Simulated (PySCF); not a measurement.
Compound: C₂H₄BClF₂.
SMILES: `FB(F)CCCl`

The calculation used PySCF 2.14.0, density-fitted response routines, TDDFT wB97X-D/def2-SVPD, vertical, gas phase, core orbitals frozen in the response. Isolated species at its PBE0-D3(BJ)/def2-SVP geometry (one conformer only). Torsions of this conformer, `[F:1][B:2]([F:3])[CH2:4][CH2:5][Cl:6]`: F1–B2–C4–C5 173°, B2–C4–C5–Cl6 179°.

| state | E (eV) | λ (nm) | f | main configurations (H = HOMO, L = LUMO) |
| --- | --- | --- | --- | --- |
| S1 | 7.44 | 166.6 | 0.0008 | H→L+2 (66%), H→L (25%) |
| S2 | 7.52 | 164.9 | 0.0017 | H-1→L+2 (63%), H-1→L (27%) |
| S3 | 8.36 | 148.3 | 0.0045 | H-1→L+1 (51%), H-2→L+1 (20%), H-1→L (10%) |
| S4 | 8.42 | 147.2 | 0.024 | H→L (40%), H→L+3 (35%), H→L+2 (14%) |
| S5 | 8.54 | 145.2 | 0.051 | H-1→L+3 (32%), H-1→L (30%), H-1→L+1 (13%) |
| S6 | 8.71 | 142.4 | 0.0030 | H→L+1 (88%) |
| S7 | 9.07 | 136.7 | 0.0066 | H-2→L+1 (53%), H-1→L+1 (24%), H-2→L (12%) |
| S8 | 9.35 | 132.6 | 0.0072 | H-1→L+3 (38%), H-2→L (20%), H-1→L (9%) |
| S9 | 9.37 | 132.4 | 0.0044 | H→L+3 (40%), H→L+4 (12%), H→L (10%) |
| S10 | 9.44 | 131.3 | 0.042 | H→L+5 (85%) |

Triplets, Tamm–Dancoff:

```csv
state,E (eV),λ (nm),"main configurations (H = HOMO, L = LUMO)"
T1,6.79,182.7,"H→L+2 (66%), H→L (20%)"
T2,6.85,181.1,"H-1→L+2 (66%), H-1→L (20%)"
T3,7.77,159.6,"H-2→L+1 (51%), H-1→L+1 (28%)"
T4,8.35,148.5,"H→L (40%), H→L+3 (36%), H→L+2 (11%)"
```

The lowest singlet comes at 167 nm (718 kJ/mol) in the vacuum ultraviolet; it is very weak; its leading configuration is HOMO→LUMO+2 (66%). The strongest level in the table is S5 at 8.54 eV (145 nm, f = 0.051). Löwdin shares by element: HOMO chlorine 77%, carbon 14% or more, hydrogen 4% or more; LUMO boron 50%, carbon 14%, chlorine 11% (atoms not listed hold the other 25%). Weighted by f, the mean energy of these states is 8.85 eV. The listed states span 2.00 eV, and the widest gap between neighbours is 0.84 eV (S2 to S3). Of the 10 states listed, 3 reach f = 0.01 and none stays under 0.0005. The window holds the lowest 10 singlets.
